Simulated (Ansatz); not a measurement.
`CC1(O)CC1` and `BC1(C)CC1` differ in one atom or group.

Ansatz, PBE0-D4/def2-TZVP geometries, multiplicity 1. Each molecule was computed in one conformer, which needn't be the lowest.

| property | `CC1(O)CC1` |
| --- | --- |
| LUMO energy (PBE0/def2-TZVPP) / eV | 1.08 |
| HOMO–LUMO gap (PBE/def2-TZVPP) / eV | 6.16 |
| LUMO energy (PBE/def2-TZVPP) / eV | 0.24 |
| size of the dipole moment (ωB97M-V/def2-TZVPP) / D | 1.49 |
| HOMO energy (PBE/def2-TZVPP) / eV | -5.93 |
| size of the dipole moment (PBE/def2-TZVPP) / D | 1.41 |

Question: What does the change do to each property? (Estimate.)

Answer: The calculation gave: 
```
                                          property  `BC1(C)CC1`  shift
                LUMO energy (PBE0/def2-TZVPP) / eV        -1.08  -2.16
               HOMO–LUMO gap (PBE/def2-TZVPP) / eV         4.85  -1.31
                 LUMO energy (PBE/def2-TZVPP) / eV        -2.07  -2.31
size of the dipole moment (ωB97M-V/def2-TZVPP) / D         1.08  -0.41
                 HOMO energy (PBE/def2-TZVPP) / eV        -6.92  -0.99
    size of the dipole moment (PBE/def2-TZVPP) / D         1.24  -0.17
```

With PBE0 the HOMO falls by 0.74 eV and the LUMO falls by 2.16 eV, so the gap narrows by about 1.42 eV. PBE moves the HOMO by -0.99 eV and ωB97M-V by -0.64 eV. Dipoles are sizes alone; their direction can turn.
